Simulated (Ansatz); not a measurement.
C3H4FSi (`[C]#C[SiH](C)F`) radical. Charge 0, multiplicity 2. The geometry is a stationary point of PBE0-D4/def2-TZVP.

```xyz
9

C    -2.789   -0.377   -1.073
C    -1.588   -0.382   -0.906
Si    0.217   -0.313   -0.622
C     0.583    0.499    0.996
F     0.763   -1.814   -0.608
H     0.842    0.377   -1.773
H     1.660    0.526    1.178
H     0.207    1.525    0.995
H     0.104   -0.041    1.815
```

Problem. What is the dipole moment at PBE/def2-TZVPP? (Best estimate.)

Solution. Ansatz gave: 1.83 D, with components (0.51, 1.49, 0.94) D in this frame, pointing from negative to positive charge.

Problem. And with r2SCAN, B3LYP, ωB97M-V? (Estimate.)

Solution. The calculation gave: r2SCAN 1.80 D, B3LYP 1.80 D, ωB97M-V 1.76 D.

Problem. Give the Mulliken charges with PBE, r2SCAN, B3LYP in def2-TZVPP. (Estimate.)

Solution. Ansatz gave: 
```json
{"atom": "C1", "PBE": "0.02", "r2SCAN": "0.01", "B3LYP": "-0.01"}
{"atom": "C2", "PBE": "-0.19", "r2SCAN": "-0.23", "B3LYP": "-0.19"}
{"atom": "Si3", "PBE": "0.57", "r2SCAN": "0.69", "B3LYP": "0.67"}
{"atom": "C4", "PBE": "-0.38", "r2SCAN": "-0.31", "B3LYP": "-0.39"}
{"atom": "F5", "PBE": "-0.28", "r2SCAN": "-0.32", "B3LYP": "-0.32"}
{"atom": "H6", "PBE": "-0.09", "r2SCAN": "-0.09", "B3LYP": "-0.09"}
{"atom": "H7", "PBE": "0.11", "r2SCAN": "0.08", "B3LYP": "0.11"}
{"atom": "H8", "PBE": "0.12", "r2SCAN": "0.08", "B3LYP": "0.11"}
{"atom": "H9", "PBE": "0.12", "r2SCAN": "0.09", "B3LYP": "0.11"}
```

B3LYP here is the variant with VWN-RPA as its local correlation; programs differ in this.
